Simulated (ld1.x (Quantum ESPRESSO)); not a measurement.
# What one change does to a pseudopotential (Sn (Z = 50), RRKJ)

Sn (Z = 50), norm-conserving RRKJ (Kleinman–Bylander form), made with ld1.x (Quantum ESPRESSO) 7.5 (PBEsol, fully relativistic). Core [Kr], reference 4d10 5s1 5p3. Waves: 5s (bound): rc 1.90 bohr; 5p (bound): rc 1.75 bohr; 4d (bound): rc 1.05 bohr; 4f channel at 0.5 Ry: rc 1.80 bohr. Local part: all-electron potential smoothed inside 1.85 bohr (lloc = -1). Core correction: a·sin(br)/r model core inside 0.50 bohr. rho0 = 0.02.

Open shells are filled in proportion to 2j + 1 (rel_dist='average').

All-electron outer shells of the reference configuration (PBEsol, scalar-relativistic, ld1.x):

| shell | level (eV) | outermost node (bohr) | outermost maximum (bohr) |
| --- | --- | --- | --- |
| 4s | -135.29 | 0.40 | 0.74 |
| 4p | -91.11 | 0.41 | 0.79 |
| 4d | -27.27 | 0.39 | 0.88 |
| 5s | -11.46 | 0.98 | 1.99 |
| 5p | -4.34 | 1.09 | 2.52 |

Change: wave 5s (bound): rc 1.90 bohr becomes 5s (bound): rc 2.56 bohr.

Cutoffs: the cutoffs (Ry, on a coarse ladder) from which the occupation-weighted sum of valence levels, in a spherical-Bessel basis at the reference potential, stays within 10 and 1 mRy of its value at 400 Ry; they do not see the model core or the augmentation charge, which bear on the density cutoff. Errors are all-electron minus pseudo energies relative to the spin-unpolarised reference configuration.

Question: Predict the effect on cutoff, ghosts and configuration errors.

Answer: The potential gets neither clearly harder nor softer (160 Ry and 260 Ry → 160 Ry and 260 Ry); both files keep a bound ghost (s); the number of tests that count goes from 7 to 5; of the 5 tests that both files solve, the error grows in 4 and shrinks in 1 by more than 15 % and 0.3 meV (median size 12.6 → 29.3 meV).

```tsv
quantity	base	changed
cutoff, loose	160 Ry	160 Ry
cutoff, tight	260 Ry	260 Ry
loose cutoff by channel (10 mRy a level)	s 35 Ry, p 30 Ry, d 80 Ry	s 21 Ry, p 30 Ry, d 80 Ry
bound ghosts	s	s
tests counted (converged, no solver errors)	7 of 7	5 of 7
error for 4d10 5s2 5p1, meV [ΔE -0.08 eV]	+0.1	-13
error for 4d10 5s2 5p0, meV [ΔE 13.91 eV]	-13	-29
error for 4d10 5s1 5p2, meV [ΔE 7.59 eV]	+2.9	+1.3
error for 4d10 5s1 5p0, meV [ΔE 44.92 eV]	-46	-76
error for 4d10 5s0 5p0, meV [ΔE 85.97 eV]	-37	-69
```

Changed file: Tests not counted: 4d10 5s2 5p2 (pseudo-atom not self-consistent, printed error +75.3 eV); 4d10 5s2 5p2.3 (pseudo-atom not self-consistent, printed error +8.9 eV). A true bound ghost makes a file unfit for plane-wave use even where its test errors are small: the radial tests pick states by their node count and pass the ghost by. Where a test does run into it, the solver fails or the error is huge.
